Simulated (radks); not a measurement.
The numbers below are computed, except where a source is named.
Task: Ca, 20 electrons, occupied as [Ne] 3s1 3p6 4s2 3d1 (not the ground configuration). Level of theory: non-relativistic Kohn-Sham, SOGGA, spin-polarised, spherical densities, point nucleus; open shells are filled with parallel spins first (a radial shooting solver on a logarithmic mesh with Libxc functionals). Some entries of the table are withheld. Estimate them.

orbital  occ.  eigenvalue (eV)  r(max) (bohr)
1s up       1        -3928.448        0.05085
1s down     1        -3928.059        0.05085
2s up       1        -414.5762         0.3023
2s down     1        -413.9720         0.3023
2p up       3        -338.7945         0.2474
2p down     3        -338.2305         0.2474
3s up       1         -50.0115         0.9935
3s down     0         -47.7135         0.9953
3p up       3         -31.2084            (1)
3p down     3         -29.0480            (2)
3d up       1          -4.1221          1.177
4s up       1          -4.0811          3.237
4s down     1          -3.7363          3.362
3d down     0          -2.6066          1.215

Result: 
(1) 3p up r(max) (bohr): 1.039
(2) 3p down r(max) (bohr): 1.043
